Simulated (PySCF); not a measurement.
CH₈N₂OSi, SMILES CN[Si@@H](N)O.

The structure is a stationary point at ωB97X-D3(BJ)/def2-SVP. The structure was generated by enumeration; whether it is a known compound was not checked. One conformer was computed; it need not be the lowest.

Level of theory: TDA-PBE/def2-SVPD (PySCF 2.14.0).

Vertical excitations. 

| state | energy (eV) | λ (nm) | f | main pairs |
|---|---|---|---|---|
| S1 | 5.28 | 235 | 0.020 | HOMO→LUMO 97 % |
| S2 | 5.71 | 217 | 0.008 | HOMO→LUMO+1 78 %, HOMO→LUMO+2 20 % |
| S3 | 5.85 | 212 | 0.018 | HOMO−1→LUMO 89 % |
| S4 | 5.90 | 210 | 0.031 | HOMO→LUMO+2 70 %, HOMO→LUMO+1 17 % |
| S5 | 6.31 | 196 | 0.037 | HOMO−1→LUMO+1 90 % |
| S6 | 6.34 | 196 | 0.021 | HOMO−1→LUMO+2 91 % |
| S7 | 6.62 | 187 | 0.014 | HOMO→LUMO+3 97 % |
| S8 | 7.06 | 176 | 0.005 | HOMO→LUMO+4 64 %, HOMO−2→LUMO 31 % |
| S9 | 7.08 | 175 | 0.010 | HOMO−1→LUMO+3 84 % |
| S10 | 7.10 | 175 | 0.034 | HOMO−2→LUMO 62 %, HOMO→LUMO+4 23 %, HOMO−1→LUMO+3 11 % |
| T1 | 5.16 | 240 | 0 | HOMO→LUMO 99 % |
| T2 | 5.52 | 225 | 0 | HOMO→LUMO+1 95 % |
| T3 | 5.66 | 219 | 0 | HOMO→LUMO+2 94 % |
| T4 | 5.68 | 218 | 0 | HOMO−1→LUMO 94 % |
Triplets are in the Tamm–Dancoff approximation.
